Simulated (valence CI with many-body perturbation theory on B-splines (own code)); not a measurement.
Level structure of V IX

Computed by configuration interaction combined with many-body perturbation theory (CI+MBPT): five valence electrons over a frozen Dirac-Fock core [Ne], radial functions for each j: 11 s, 11 p, 10 d, 8 f, 5 g, 2 h, with the one-electron correlation potential Σ1 (screened to all orders), the two-electron term Σ2, the three-electron term Σ3, Breit, model QED; selected single and double excitations, second order for the rest, scaled by the run's own slope (own B-spline code, finite nucleus).

No measured levels were compared; by estimate levels of excited configurations hold to 0.05 to 0.15 % of their energy, terms of the ground configuration to about 0.5 %. Among the levels kept, up to 3200 cm⁻¹ of a level comes from second order outside the variational space, and about a tenth of that is noise between levels of different J, which matters for small intervals.

Levels 91 to 135 of 182, with energies above the lowest level, 3s²3p³ ⁴S°_3/2. "Leading %" is the weight of the configuration and term that name the level; weights of strongly mixed levels are sums over their largest components and can fall short. Lifetimes count E1, E2, E3, M1 and M2 decay at the calculated energies, and are blank where another channel may lead or the interval is too uncertain; long ones can be off by a factor of two.

| No. | Configuration | Term | J | E (cm⁻¹) | Leading % | Lifetime | g |
| --- | --- | --- | --- | --- | --- | --- | --- |
| 91 | 3s3p³3d | ²G° | 7/2 | 646390 | 42 | 74.9 ps | 1.016 |
| 92 | 3s3p³3d | ²F° | 5/2 | 648580 | 87 | 127 ps | 0.865 |
| 93 | 3s3p³3d | ²G° | 9/2 | 649870 | 76 | 77.2 ps | 1.112 |
| 94 | 3s3p³3d | ²F° | 7/2 | 651640 | 40 | 91.1 ps | 1.030 |
| 95 | 3s3p³3d | ⁴D° | 7/2 | 675150 | 91 | 19.7 ps | 1.421 |
| 96 | 3s3p³3d | ⁴D° | 5/2 | 675250 | 84 | 19.1 ps | 1.353 |
| 97 | 3s3p³3d | ⁴D° | 3/2 | 675300 | 65 | 19.6 ps | 1.098 |
| 98 | 3s3p³3d | ⁴D° | 1/2 | 676050 | 85 | 18.6 ps | 0.045 |
| 99 | 3s3p³3d | ²D° | 3/2 | 677910 | 49 | 22.0 ps | 0.904 |
| 100 | 3s3p³3d | ²D° | 5/2 | 680540 | 61 | 21.5 ps | 1.200 |
| 101 | 3s3p³3d | ²P° | 1/2 | 685020 | 78 | 35.6 ps | 0.636 |
| 102 | 3s3p³3d | ²F° | 5/2 | 685330 | 59 | 20.7 ps | 0.863 |
| 103 | 3s3p³3d | ²F° | 7/2 | 687690 | 60 | 18.8 ps | 1.143 |
| 104 | 3s3p³3d | ²P° | 3/2 | 689670 | 81 | 42.4 ps | 1.327 |
| 105 | 3s²3p3d² | ⁴G° | 5/2 | 695420 | 87 | 64.4 ps | 0.582 |
| 106 | 3s²3p3d² | ⁴G° | 7/2 | 697070 | 89 | 68.3 ps | 0.987 |
| 107 | 3s²3p3d² | ⁴G° | 9/2 | 699410 | 91 | 73.1 ps | 1.172 |
| 108 | 3s3p³3d | ²D° | 3/2 | 700220 | 61 | 22.4 ps | 0.806 |
| 109 | 3s3p³3d | ²D° | 5/2 | 702460 | 57 | 23.5 ps | 1.183 |
| 110 | 3s3p³3d | ²S° | 1/2 | 702580 | 56 | 16.8 ps | 1.964 |
| 111 | 3s²3p3d² | ⁴G° | 11/2 | 702600 | 91 | 74.2 ps | 1.273 |
| 112 | 3s3p³3d | ²F° | 5/2 | 708860 | 81 | 19.3 ps | 0.876 |
| 113 | 3s3p³3d | ²F° | 7/2 | 709190 | 87 | 19.9 ps | 1.147 |
| 114 | 3s²3p3d² | ²P° | 3/2 | 711300 | 34 | 12.8 ps | 1.331 |
| 115 | 3s²3p3d² | ²P° | 1/2 | 716430 | 34 | 12.9 ps | 0.686 |
| 116 | 3s²3p3d² | ⁴D° | 1/2 | 734750 | 85 | 26.0 ps | 0.011 |
| 117 | 3s²3p3d² | ⁴D° | 3/2 | 735630 | 84 | 26.1 ps | 1.200 |
| 118 | 3s²3p3d² | ⁴D° | 5/2 | 737160 | 80 | 26.1 ps | 1.360 |
| 119 | 3s²3p3d² | ⁴D° | 7/2 | 739740 | 80 | 26.1 ps | 1.416 |
| 120 | 3s²3p3d² | ²F° | 5/2 | 743190 | 61 | 19.7 ps | 0.873 |
| 121 | 3s3p³3d | ²P° | 3/2 | 746100 | 81 | 13.0 ps | 1.328 |
| 122 | 3s3p³3d | ²P° | 1/2 | 746560 | 81 | 13.2 ps | 0.662 |
| 123 | 3s²3p3d² | ²F° | 7/2 | 747610 | 60 | 19.9 ps | 1.155 |
| 124 | 3s²3p3d² | ²H° | 9/2 | 747700 | 93 | 55.9 ps | 0.914 |
| 125 | 3s²3p3d² | ⁴P° | 1/2 | 748580 | 85 | 20.5 ps | 2.652 |
| 126 | 3s²3p3d² | ⁴F° | 3/2 | 748840 | 84 | 13.7 ps | 0.421 |
| 127 | 3s²3p3d² | ⁴F° | 5/2 | 749730 | 84 | 13.8 ps | 1.036 |
| 128 | 3s²3p3d² | ⁴P° | 3/2 | 750280 | 84 | 20.4 ps | 1.716 |
| 129 | 3s²3p3d² | ⁴F° | 7/2 | 750830 | 83 | 14.0 ps | 1.238 |
| 130 | 3s²3p3d² | ⁴F° | 9/2 | 751700 | 85 | 14.1 ps | 1.329 |
| 131 | 3s²3p3d² | ⁴P° | 5/2 | 753010 | 79 | 20.0 ps | 1.570 |
| 132 | 3s²3p3d² | ²H° | 11/2 | 754510 | 96 | 56.9 ps | 1.091 |
| 133 | 3s3p³3d | ²D° | 3/2 | 756860 | 39 | 17.7 ps | 0.799 |
| 134 | 3s3p³3d | ²D° | 5/2 | 756920 | 32 | 16.2 ps | 1.219 |
| 135 | 3s²3p3d² | ²G° | 7/2 | 766660 | 70 | 17.8 ps | 0.892 |

Names give the largest LS component (configuration and term), which can be under half, so a name can repeat, a term be missing and a line seem to break the LS rules; names also repeat where a configuration has a term twice.

Where two levels of one J and parity lie close, their mixing, g and order are uncertain.
